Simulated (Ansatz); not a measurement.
Input file for Ansatz (a quantum-chemistry and plane-wave program): R-wB97X-V/def2-TZVPPD on H2 (SMILES [H][H]) with ghost functions, monomers drawn apart or pushed together. Files ending in .json are basis or fitting sets from the Basis Set Exchange.

Ansatz 0.2 input:
```yaml
crystal:
  periodic: [false, false, false]
  atoms:
    - {symbol: H, position_ang: [0.55671444, -0.76272745, 0.05311899]}
    - {symbol: H, position_ang: [-0.09818437, -0.57640907, -0.24714688]}
basis:
  gaussian:
    orbitals: def2-TZVPPD.json
    ghost_atoms:
      - {symbol: Si, position_ang: [0.78763648, 0.53493981, 6.41483699]}
      - {symbol: Si, position_ang: [-1.36068417, 1.13638566, 5.69466228]}
      - {symbol: H, position_ang: [1.58582378, -0.00510536, 5.28767610]}
      - {symbol: H, position_ang: [0.70169207, -0.50220583, 7.47181321]}
      - {symbol: H, position_ang: [1.49211501, 1.71716760, 6.96830474]}
      - {symbol: H, position_ang: [-1.28224038, 2.18095252, 4.64527133]}
      - {symbol: H, position_ang: [-2.14514926, 1.66917152, 6.83561382]}
      - {symbol: H, position_ang: [-2.07053152, -0.04191531, 5.14119029]}
hamiltonian:
  xc: {name: wB97X-V}
scf: {lower_state_search: off}
```

The head of its log:

```
WARN ansatz: RAYON_NUM_THREADS=1 ignored (pool sized by the plan → 1); use --threads N
Functional definition: wB97X-V
these checks for a lower state are left out or cut short: stability, starts, cluster_reference, orbital_swaps, neighbouring_geometries, increment
integrals: 0.18 GiB planned
1034 factors; their error is unknown
integrals: 0.21 GiB planned
328 factors; integrals over basis functions are off by at most 3.7e-5 eV
mean field: 1.18 GiB planned
mean field evaluation 1: about -31.8966 eV, gradient 2.2e0 eV
mean field evaluation 2: about -31.9106 eV, gradient 3.9e-1 eV
```

Q: Predict the final total energy.

A: -1.1726 hartree.
